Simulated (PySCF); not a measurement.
Diagnose this run.

A core-ionisation job on C2H4BFO2, SMILES `C=C(F)B(O)O`. Method: PySCF, delta-SCF UKS HF, pcX-2 on the ionised atom, pcseg-1 elsewhere, spin-free X2C.

Driver input (Å, PBE0-D3(BJ)/def2-SVP geometry):

```
{"job": {"kind": "xps", "xc": "HF"}, "charge": 0, "multiplicity": 1}
C      1.6642     0.3483    -0.6800
C      0.6321     0.6786     0.0988
F      0.6781     1.8112     0.8175
B     -0.6818    -0.1710     0.2618
O     -0.7748    -1.3152    -0.4723
O     -1.6276     0.2889     1.1199
H      1.6169    -0.5732    -1.2614
H      2.5533     0.9804    -0.7482
H     -1.5886    -1.8140    -0.3625
H     -2.4157    -0.2555     1.2007
```

Output:

```
ground state, core basis on atom 0 (C), 135 functions
  cycle   1  E = -352.02023607  |g| = 7.44e-01
  cycle   2  E = -352.12041323  |g| = 3.94e-01
  cycle   3  E = -352.14854666  |g| = 7.08e-02
  cycle   4  E = -352.15008547  |g| = 1.35e-02
  cycle   5  E = -352.15015606  |g| = 4.37e-03
  cycle   6  E = -352.15016223  |g| = 1.63e-03
  cycle   7  E = -352.15016352  |g| = 4.94e-04
  E(ground) = -352.15016352 Eh
hole in C 1s of atom 0
  cycle   1  E = -340.91270024  |g| = 1.49e+00
  cycle   2  E = -341.24091538  |g| = 8.45e-01
  cycle   3  E = -341.47229651  |g| = 1.24e-01
  cycle   4  E = -341.47980583  |g| = 3.81e-02
  cycle   5  E = -341.48101024  |g| = 2.19e-02
  cycle   6  E = -341.48222437  |g| = 1.50e-02
  cycle   7  E = -341.48288397  |g| = 1.11e-02
  cycle   8  E = -341.48356656  |g| = 8.08e-03
  cycle   9  E = -341.48410059  |g| = 3.21e-03
  cycle  10  E = -341.48416345  |g| = 1.38e-03
  cycle  11  E = -341.48416882  |g| = 4.95e-04
  E(ion) = -341.48416882 Eh   <S^2> = 0.9014   hole on atom = 1.000   binding energy = 290.236 eV
ground state, core basis on atom 1 (C), 135 functions
  cycle   1  E = -352.15555193  |g| = 3.34e-02
  cycle   2  E = -352.15570183  |g| = 8.00e-03
  cycle   3  E = -352.15571514  |g| = 4.24e-03
  cycle   4  E = -352.15571907  |g| = 5.51e-04
  cycle   5  E = -352.15571928  |g| = 1.85e-04
  E(ground) = -352.15571928 Eh
hole in C 1s of atom 1
  cycle   1  E = -340.85663811  |g| = 1.49e+00
  cycle   2  E = -341.15300287  |g| = 9.00e-01
  cycle   3  E = -341.40668956  |g| = 1.50e-01
  cycle   4  E = -341.41671332  |g| = 4.43e-02
  cycle   5  E = -341.41823573  |g| = 2.48e-02
  ... (3 cycles left out)
  cycle   9  E = -341.42335318  |g| = 4.96e-03
  cycle  10  E = -341.42353789  |g| = 2.23e-03
  cycle  11  E = -341.42354996  |g| = 1.20e-03
  cycle  12  E = -341.42355379  |g| = 6.27e-04
  cycle  13  E = -341.42355481  |g| = 2.88e-04
  E(ion) = -341.42355481 Eh   <S^2> = 0.9951   hole on atom = 1.000   binding energy = 292.037 eV
ground state, core basis on atom 2 (F), 135 functions
  cycle   1  E = -352.20435927  |g| = 4.01e-02
  cycle   2  E = -352.20447422  |g| = 9.51e-03
  cycle   3  E = -352.20448687  |g| = 5.16e-03
  cycle   4  E = -352.20449083  |g| = 7.20e-04
  cycle   5  E = -352.20449112  |g| = 2.00e-04
  E(ground) = -352.20449112 Eh
hole in F 1s of atom 2
  cycle   1  E = -325.89549543  |g| = 2.56e+00
  cycle   2  E = -326.55902841  |g| = 1.17e+00
  cycle   3  E = -326.78726610  |g| = 8.78e-02
  cycle   4  E = -326.78959132  |g| = 2.41e-02
  cycle   5  E = -326.78990106  |g| = 1.13e-02
  ... (3 cycles left out)
  cycle   9  E = -326.79004099  |g| = 8.99e-04
  cycle  10  E = -326.79004420  |g| = 8.59e-04
  cycle  11  E = -326.79005086  |g| = 8.05e-04
  cycle  12  E = -326.79007162  |g| = 6.20e-04
  cycle  13  E = -326.79009061  |g| = 3.60e-04
  E(ion) = -326.79009061 Eh   <S^2> = 0.7686   hole on atom = 1.000   binding energy = 691.561 eV
ground state, core basis on atom 3 (B), 135 functions
  cycle   1  E = -352.14885784  |g| = 5.79e-02
  cycle   2  E = -352.14922105  |g| = 3.26e-02
  cycle   3  E = -352.14938078  |g| = 3.55e-03
  cycle   4  E = -352.14938347  |g| = 5.85e-04
  cycle   5  E = -352.14938358  |g| = 1.99e-04
  E(ground) = -352.14938358 Eh
hole in B 1s of atom 3
  cycle   1  E = -344.48829269  |g| = 1.16e+00
  cycle   2  E = -344.74976841  |g| = 5.25e-01
  cycle   3  E = -344.85383675  |g| = 1.46e-01
  cycle   4  E = -344.86279600  |g| = 3.12e-02
  cycle   5  E = -344.86343412  |g| = 1.31e-02
  ... (40 cycles left out)
  cycle  46  E = -344.86372069  |g| = 7.38e-04
  cycle  47  E = -344.86371020  |g| = 7.42e-04
  cycle  48  E = -344.86375258  |g| = 1.23e-03
  cycle  49  E = -344.86372067  |g| = 9.50e-04
  cycle  50  E = -344.86372726  |g| = 9.94e-04
hole again with damping 0.5
  cycle   1  E = -344.48829269  |g| = 1.16e+00
  cycle   2  E = -344.74976841  |g| = 5.25e-01
  cycle   3  E = -344.85933412  |g| = 8.54e-02
  cycle   4  E = -344.86202792  |g| = 4.19e-02
  cycle   5  E = -344.86277492  |g| = 2.70e-02
  ... (70 cycles left out)
  cycle  76  E = -344.86370762  |g| = 1.04e-03
  cycle  77  E = -344.86369892  |g| = 1.09e-03
  cycle  78  E = -344.86371061  |g| = 9.90e-04
  cycle  79  E = -344.86370984  |g| = 1.01e-03
  cycle  80  E = -344.86369713  |g| = 9.46e-04
hole again, all orbitals by overlap
  cycle   1  E = -344.48829269  |g| = 1.16e+00
  cycle   2  E = -344.74976841  |g| = 5.25e-01
  cycle   3  E = -344.85933412  |g| = 8.54e-02
  cycle   4  E = -344.86202792  |g| = 4.19e-02
  cycle   5  E = -344.86277492  |g| = 2.70e-02
  ... (70 cycles left out)
  cycle  76  E = -344.86370762  |g| = 1.04e-03
  cycle  77  E = -344.86369892  |g| = 1.09e-03
  cycle  78  E = -344.86371061  |g| = 9.90e-04
  cycle  79  E = -344.86370984  |g| = 1.01e-03
  cycle  80  E = -344.86369713  |g| = 9.46e-04
  E(ion) = -344.86369713 Eh   <S^2> = 0.7979   hole on atom = 1.000   binding energy = 198.254 eV
ground state, core basis on atom 4 (O), 135 functions
  cycle   1  E = -352.17918145  |g| = 3.38e-02
  cycle   2  E = -352.17926016  |g| = 6.72e-03
  cycle   3  E = -352.17926598  |g| = 3.98e-03
  cycle   4  E = -352.17926861  |g| = 3.56e-04
  E(ground) = -352.17926861 Eh
hole in O 1s of atom 4
  cycle   1  E = -331.57627118  |g| = 2.20e+00
  cycle   2  E = -332.11036898  |g| = 1.11e+00
  cycle   3  E = -332.36262181  |g| = 1.02e-01
  cycle   4  E = -332.36556751  |g| = 2.74e-02
  cycle   5  E = -332.36596112  |g| = 1.47e-02
  cycle   6  E = -332.36616059  |g| = 4.89e-03
  cycle   7  E = -332.36619053  |g| = 1.41e-03
  cycle   8  E = -332.36619292  |g| = 5.73e-04
  cycle   9  E = -332.36619335  |g| = 2.92e-04
  E(ion) = -332.36619335 Eh   <S^2> = 0.7671   hole on atom = 1.000   binding energy = 539.141 eV
```

The program numbers atoms from 0.

**Question.** Which binding energies of this run can't be used, and why?

**Answer.** 1 of 5 holes failed. The driver asks that ground and ion SCF both reach |g| < 5e-4 and that the core orbital is emptied to over 0.9. Failed: B1s on atom 3 (core orbital emptied to 1.000, ⟨S²⟩ = 0.798, so the hole stayed but an SCF missed its threshold). Passed: C1s on atom 0, C1s on atom 1, F1s on atom 2, O1s on atom 4.

**Question.** How can it be mended?

**Answer.** Discard what failed. Damping and filling all orbitals by overlap were tried in this run and didn't help; a first stage with the core hole frozen, a second-order or squared-gradient solver, or a restricted open-shell scheme is left to try.
